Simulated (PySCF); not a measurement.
# Relaxation of doublet H3WO

All numbers come from PySCF, UPBE0, basis W def2-TZVP with ECP60, O def2-TZVP, H def2-TZVP (scalar-relativistic core potentials, no spin–orbit coupling, density fitting). A (50,194) grid was used.

A hand-made see-saw (ligand arrangement 1) start, of Cs symmetry, held to at least that symmetry:

```xyz
5
charge 0 multiplicity 2, angstrom
W     0.1033    0.0000   -0.0925
O    -1.2915    0.0000    0.9972
H     0.1033    1.6836    0.0548
H     0.1033   -1.6836    0.0548
H     1.4350    0.0000    0.9480
```

**Question.** What does it relax to?

**Answer.** It ends at Cs with W–H 1.686 Å, W–H 1.740 Å (×2), W–O 1.673 Å; H–W–H 100.7° (×2), H–W–H 124.3°, H–W–O 96.1°, H–W–O 114.0° (×2) (after a last refinement on a finer grid). A frequency run shows a minimum.

**Question.** How much energy is released, and in how many steps?

**Answer.** 220.0 kJ/mol in 13 steps.

Open d and f shells are described by one determinant, and the ground state may have another occupation or spin. No spin–orbit coupling is included, which matters more the heavier the element.

The relaxation took 20 s on 4 threads of a shared Arm Neoverse V1 host, with 89 basis functions and 14 gradients; the process peaked at 0.65 GiB.
